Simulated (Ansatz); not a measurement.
`[SiH3]B1C[SiH2]1` + `NB[SiH2][SiH3]` → `[SiH3]B[SiH2][SiH3]` + `NB1C[SiH2]1`  (redistribution)

Program: Ansatz. Geometries: PBE0-D4/def2-TZVP. ΔE: electronic, gas phase. CBS: MP2 limit from def2 TZ/QZ plus the TZ coupled-cluster correction, frozen cores. DFT in def2-TZVPP. B3LYP here is the variant with VWN-RPA as its local correlation; programs differ in this. Each species was taken in one conformer, which may not be the lowest.

`[SiH3]B1C[SiH2]1`:

Z-matrix (Å, degrees):
```
Si
B 1 1.987
H 1 1.490 2 110.4
H 1 1.491 2 113.8 3 121.8
H 1 1.490 2 108.9 3 -117.8
C 2 1.486 1 135.0 3 -104.1
Si 2 1.905 1 136.3 3 11.3
H 6 1.095 2 124.8 1 -157.9
H 6 1.089 2 122.9 1 5.6
H 7 1.480 2 126.7 1 156.0
H 7 1.486 2 122.3 1 -29.2
```

`NB[SiH2][SiH3]`:

Cartesian coordinates in Å:
```
N 2.377 0.200 0.429
B 1.156 -0.268 0.888
Si -0.560 0.696 0.458
Si -1.827 -0.548 -1.070
H 2.484 1.044 -0.109
H 3.248 -0.274 0.606
H 1.152 -1.284 1.525
H -0.316 2.041 -0.148
H -1.399 0.898 1.675
H -2.123 -1.901 -0.524
H -3.120 0.119 -1.385
H -1.075 -0.723 -2.344
```

`[SiH3]B[SiH2][SiH3]`:

```xyz
13

Si   -1.762   -0.837   -1.266
B     0.161   -0.271   -1.246
Si    0.783    1.241   -0.136
Si    1.158    0.067    1.878
H    -1.943   -2.314   -1.198
H    -2.305   -0.369   -2.578
H    -2.576   -0.212   -0.188
H     0.963   -0.925   -1.848
H    -0.250    2.273    0.158
H     2.057    1.905   -0.525
H     1.573    1.017    2.944
H    -0.087   -0.624    2.309
H     2.227   -0.950    1.696
```

`NB1C[SiH2]1`:

Z-matrix (Å, degrees):
```
C
B 1 1.561
Si 1 1.905 2 67.4
H 1 1.090 2 118.6 3 110.7
H 1 1.090 2 118.2 3 -109.9
N 2 1.375 1 139.1 3 -179.5
H 3 1.484 1 116.3 2 -112.2
H 3 1.484 1 116.4 2 111.9
H 6 1.006 2 123.0 1 179.9
H 6 1.008 2 123.0 1 -0.2
```

```
              species  B3LYP energy (Eh)
   `[SiH3]B1C[SiH2]1`         -646.16547
     `NB[SiH2][SiH3]`         -663.53162
`[SiH3]B[SiH2][SiH3]`         -898.79686
        `NB1C[SiH2]1`         -410.88789
```

(1) Work out ΔE.

Largest T1 diagnostic among the species: 0.015.

Answers

(1) ΔE = (-898.79686) + (-410.88789) − (-646.16547) − (-663.53162) = 0.01234 Eh = +0.34 eV. CCSD(T)/CBS gives +0.36 eV.

In def2-TZVPP, CCSD(T) changes the Hartree–Fock value by +0.20 eV (the triples alone add +0.05 eV) and MP2 by +0.24 eV. From PBE to PBE0 (25 % exact exchange), in def2-TZVPP and without D4, ΔE moves by −0.04 eV.
